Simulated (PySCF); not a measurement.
The vertical singlet excitations below were computed for one of the candidates. Method: PySCF, TDDFT PBE0/def2-SVPD, vertical, gas phase, core orbitals frozen in the response. Geometries: GFN2-xTB, one conformer each.

```
state  E (eV)       f
   S1    3.17  0.0000
   S2    5.28   0.027
   S3    5.45   0.241
   S4    5.67  0.0054
   S5    5.73   0.076
   S6    6.18  0.0072
   S7    6.46   0.046
   S8    6.62   0.010
```

Problem. Which structure fits? All have the formula C6H10OS.
A. `CC(=O)/C=C(/SC)C`
B. `C=C(C)COC(C)=S`
C. `C=C[C@@H]1CS[C@@H]1OC`

Solution. B. Its S1, at 3.17 eV, is the lowest among the candidates; the nearest of the others has S1 at 3.77 eV. S1 is HOMO→LUMO (100%). S1 has the pattern of n→π* at C=S. At the same level the other candidates give, for their lowest levels:
- `CS/C(C)=C/C(C)=O`: 3.77 eV (f 0.000); 4.73 eV (f 0.407); 5.63 eV (f 0.000); 6.06 eV (f 0.003); 6.41 eV (f 0.017); T1 3.13 eV; HOMO -6.63, LUMO -1.37 eV
- `C=C[C@@H]1CS[C@@H]1OC`: 4.68 eV (f 0.002); 5.98 eV (f 0.034); 6.05 eV (f 0.011); 6.13 eV (f 0.025); 6.28 eV (f 0.013); T1 4.24 eV; HOMO -6.55, LUMO -0.36 eV

The values belong to the conformer `[CH2:1]=[C:2]([CH3:3])[CH2:4][O:5][C:6]([CH3:7])=[S:8]`: C1–C2–C4–O5 -123°, C2–C4–O5–C6 177°, C4–O5–C6–C7 -2°.
Triplets come from the Tamm–Dancoff approximation.
